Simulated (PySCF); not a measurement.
**Working out the ionisation energy of C⁺**

C⁺ [He] 2s2 2p1 (2P) → C²⁺ [He] 2s2 (1S). All numbers are calculated (PySCF 2.14, the non-relativistic Hamiltonian (point nucleus), in pcseg-2 (4s3p2d1f, 30 functions)). Frozen: 1s2. Energies in hartree (1 hartree = 27.21139 eV):

| part | C⁺ (lower) | C²⁺ (upper) |
| --- | --- | --- |
| UHF | -37.292630 | -36.403760 |
| CCSD correlation | -0.072491 | -0.071384 |
| (T) | -0.001115 | 0.000000 |

Q: What does Hartree-Fock give?

A: (-36.403760) − (-37.292630) = 0.888870 hartree = 24.187 eV.

Q: What do CCSD and CCSD(T) give?

A: The CCSD correlation energies differ by 0.001107 hartree = 0.030 eV and the triples by 0.001115 hartree = 0.030 eV, so CCSD gives 24.217 eV and CCSD(T) 24.247 eV.

Measured between the centres of the two terms (NIST): 24.378 eV, so CCSD(T) (valence) is off by -0.131 eV.

The coupled-cluster amplitudes are large, so a single reference is strained.

What remains against the reference includes basis incompleteness, the frozen core and higher excitations.
